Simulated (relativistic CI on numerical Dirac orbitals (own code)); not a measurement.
**Hyperfine structure of Kr VII, mass number 83**

Calculated at this level of theory: Dirac-Coulomb-Breit CI, orbitals from a KLI potential per configuration, model QED (radiative potential, 1s self-energy scaled to tabulated hydrogen-like ionisation energies), unscaled Slater integrals (own radial code, finite nucleus).

CI space (outside the closed core [Ar] 3d10): 4s², 4s4p, 4p², 4s4d, 4s4f, 4d², 4p4d, 4s5s, 4f², 4s5p, 4p4f, 4s5d, 4p5s, 4s6s, 4s6p, 4s5f. Levels of other configurations are missing.

Nuclear spin I = 9/2, μ = -0.97073 μN, Q = 0.259 b (tables of Stone and Pyykkö). The electronic factors are computed for point nuclear moments, without core polarisation or the Bohr-Weisskopf and QED corrections.

| Level | E (cm⁻¹) | A (MHz) | B (MHz) |
| --- | --- | --- | --- |
| 4s4p ³P°1 | 116274 | -2967 | -398 |
| 4s4p ³P°2 | 122525 | -2126 | 765 |
| 4s4p ¹P°1 | 174105 | -215.7 | 717 |
| 4p² ¹D2 | 275692 | -654.9 | 852 |
| 4p² ³P1 | 276992 | 53.1 | 379 |
| 4p² ³P2 | 284844 | -312.6 | -329 |
| 4s4d ³D1 | 346534 | 1770 | 40.6 |
| 4s4d ³D2 | 346964 | -739.8 | 57.8 |

Levels with J = 0, under 50 % of one LS term, or S terms without an open s electron are left out. Small factors come from cancelling terms and can be off by tens of per cent or more.

At this charge configurations can still be misplaced by up to about 7 % of their energy. 26 of the 26 excited levels that our extract of the measured tables holds in this range could be paired (the sources list more); they are missed by 4010 cm⁻¹ on average and 8005 at most, and levels without a partner can miss by more.

Q: Give the hyperfine levels of 4s4p ³P°1 relative to its centre of gravity.

A: With K = F(F + 1) − I(I + 1) − J(J + 1), E = AK/2 + B[¾K(K + 1) − I(I + 1)J(J + 1)]/[2I(2I − 1)J(2J − 1)]: F = 7/2: 16130, F = 9/2: 3232, F = 11/2: -13450 MHz.

LS names give the leading component of a level, which can be under half, so a name can repeat, a term be missing and a line seem to break the LS rules.
